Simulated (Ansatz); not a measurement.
Program: Ansatz. Geometries: PBE0-D4/def2-TZVP. ΔE: electronic, gas phase. CCSD(T)/CBS is the MP2 limit (def2-TZVPP, def2-QZVPP) plus CCSD(T) − MP2 in def2-TZVPP, frozen cores. This one scheme is used for every species. DFT in def2-TZVPP. HSE06 is defined as in plane-wave codes. Each species was taken in one conformer, which may not be the lowest.

Consider the ligand exchange at the Si–S bond: `CS[Si]Cl` + `CNC` → `CN(C)[Si]Cl` + CH₃SH.

```csv
level,ΔE (kJ/mol)
PBE0-D4,-13.6
r2SCANh-D4,-16.3
HSE06-D4,-13.1
LC-ωPBE,-24.3
MP2/def2-SVP,-29.9
SCS-MP2/def2-QZVPP,-26.5
HF/CBS(def2),-23.7
CCSD/CBS(def2),-22.9
```

Task: What does CCSD(T)/CBS give? (Best estimate.)

Result: The calculation gave: -21.7 kJ/mol. The listed levels differ from it by 8.1, 5.4, 8.6, -2.6, -8.2, -4.8, -2.0, -1.2 kJ/mol.

Largest T1 diagnostic among the species: 0.014.

Leaving LDA and LC-ωPBE aside and taking each functional with its dispersion term where it has one, the values, not all of them listed here, spread over 15.8 kJ/mol, from CAM-B3LYP-D4 to PBE-D4. LDA lies −9.9 kJ/mol from PBE without D4. In def2-TZVPP, CCSD(T) changes the Hartree–Fock value by −3.6 kJ/mol (the triples alone add +1.2 kJ/mol) and MP2 by −4.6 kJ/mol.
